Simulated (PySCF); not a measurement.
**Magnetic susceptibility: `InChI=1S/C5H6F3OP/c6-5(7,8)4-1-2-10(9)3-4/h3,10H,1-2H2`**

Cartesian coordinates in Å; atom numbers follow the order of the lines, from 1:
```xyz
16

O    -2.4925   -1.0088   -1.8363
P    -1.7460   -0.7920   -0.6009
C     0.0291   -1.1777   -0.5752
C     0.6983   -0.2040    0.0303
C     2.1861   -0.1943    0.2327
F     2.7597    0.8899   -0.3160
F     2.7963   -1.2629   -0.2889
F     2.5063   -0.1645    1.5395
C    -0.0751    0.9559    0.5938
C    -1.4650    0.9365   -0.0433
H    -2.2504   -1.4827    0.5008
H     0.4736   -2.0569   -1.0108
H    -0.1404    0.8318    1.6790
H     0.4489    1.8954    0.4030
H    -2.2424    1.2942    0.6299
H    -1.4939    1.5492   -0.9490
```

Computed with GIAO B3LYP/pcSseg-1 magnetisability, rotational g tensor and spin-rotation constants, non-relativistic, gas phase (PySCF 2.14.0). Geometry: GFN2-xTB.

(1) What are the magnetisability and the molar susceptibility?

(2) Split it along the inertial axes a, b, c into diamagnetic and paramagnetic parts about the centre of mass, with the quadrupole moment.

(3) And the rotational g tensor?

Results:

(1) Isotropic -1331 × 10⁻³⁰ J/T², or -80.1 × 10⁻⁶ cm³/mol; principal values -1473, -1292, -1227 × 10⁻³⁰ J/T², anisotropy 220 × 10⁻³⁰ J/T² (root of half the summed squared differences of the principal values). The susceptibility is in cgs units.

(2) 
```csv
axis,χ (10⁻⁶ cm³/mol),diamagnetic (10⁻⁶ cm³/mol),paramagnetic (10⁻⁶ cm³/mol),summed x² of all electrons (Å²),quadrupole Θ (D Å)
a,-78.2,-573.7,495.5,378.5,-20.04
b,-75.1,-1792.1,1717.0,91.3,+12.49
c,-87.1,-1993.1,1906.0,43.9,+7.55
```
Anisotropies 2χaa − χbb − χcc = +5.8 and 2χbb − χaa − χcc = +15.1 × 10⁻⁶ cm³/mol. Θ is traceless in Buckingham's convention.

(3) 
| axis | rotational constant (GHz) | g | nuclear part | electronic part |
| --- | --- | --- | --- | --- |
| a | 2.5535 | -0.0382 | 0.5562 | -0.5945 |
| b | 0.6426 | -0.0163 | 0.5020 | -0.5183 |
| c | 0.5814 | -0.0107 | 0.5099 | -0.5206 |

Asymmetric top; isotopes 12C, 19F, 1H, 16O, 31P; no vibrational averaging.
